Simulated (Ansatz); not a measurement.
Harmonic frequencies (cm⁻¹) at PBE0-D4/def2-TZVP from Ansatz: 147, 180, 250, 538, 614, 705, 706, 869, 939, 943, 954, 1043, 1148, 1400, 1427, 1793, 2238, 2261, 2265, 2976, 3641.

Each molecule was computed in one conformer, which needn't be the lowest.

Which molecule is it?
A. `O=CN[SiH3]`
B. `BN[SiH2]F`
C. `[SiH3]C1=C(Cl)B1`
D. `NC1CO1`

A.
